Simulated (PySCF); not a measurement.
**MH5- across group 4**

Level: PBE0, basis family def2-TZVPD, scalar-relativistic core potentials from Rb on and no relativity for lighter atoms.

Each entry is the lowest minimum that a search over a few typed start shapes (and spin states, where more than one is plausible) found, or that minimum re-optimised at the stated level; isomers with ligand–ligand bonds, or fragments after loss of a ligand pair, can lie lower. Open shells are unrestricted; no spin–orbit coupling; PySCF with density fitting.

```tsv
molecule	2S+1	point group	mean bond to the central atom (Å)	distinct angles (°)	lowest ω (cm⁻¹)	highest ω (cm⁻¹)	gap (eV)
TiH₅⁻	1	C4v	1.756	80/114/132	307	1664	5.39
ZrH₅⁻	?	?	?	?	?	?	?
HfH₅⁻	1	C4v	1.915	82/112/136	344	1629	5.49
```

(1) Fill in the row of ZrH₅⁻.

Answers

(1) 2S+1: 1; point group: C4v; mean bond to the central atom (Å): 1.910; distinct angles (°): 81/114/132; lowest ω (cm⁻¹): 344; highest ω (cm⁻¹): 1610; gap (eV): 5.43.

The bond lengthens at every step; the largest change, 0.154 Å, falls between TiH₅⁻ and ZrH₅⁻ among the members listed.

The 4d and 5d members differ by only 0.005 Å, the mark of the lanthanide contraction and relativistic shrinkage of 6s.

Spin–orbit coupling can matter for HfH₅⁻.

Left out of the table are members whose search was unfinished or whose lowest solution was spin-contaminated, unstable, very soft or bonded differently.
